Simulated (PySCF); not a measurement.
C₃H₈SSi, SMILES C=CC[SiH2]S (GFN2-xTB optimised geometry):

```
13

C      1.646    -1.197     1.071
C      0.899    -0.987     0.000
C     -0.588    -0.987     0.000
Si    -1.275     0.798     0.000
S     -0.484     1.806     1.723
H      2.721    -1.163     1.033
H      1.210    -1.440     2.028
H      1.366    -0.752    -0.948
H     -0.962    -1.518     0.877
H     -0.962    -1.499    -0.886
H     -2.721     0.808     0.161
H     -0.842     1.518    -1.195
H      0.607     1.058     1.829
```

Method: PBE0/def2-TZVP in PySCF.

### Question
What are the frontier orbital energies and the dipole moment?

### Answer
HOMO-2 -8.89 eV, HOMO-1 -7.56 eV, HOMO -7.12 eV, LUMO -0.16 eV, LUMO+1 0.41 eV; dipole moment 1.94 D.

Meta-Löwdin charges at PBE0/def2-TZVP: C1 -0.30, C2 -0.09, C3 -0.44, Si4 0.60, S5 -0.33, H6 0.13, H7 0.12, H8 0.12, H9 0.13, H10 0.14, H11 -0.09, H12 -0.10, H13 0.11.
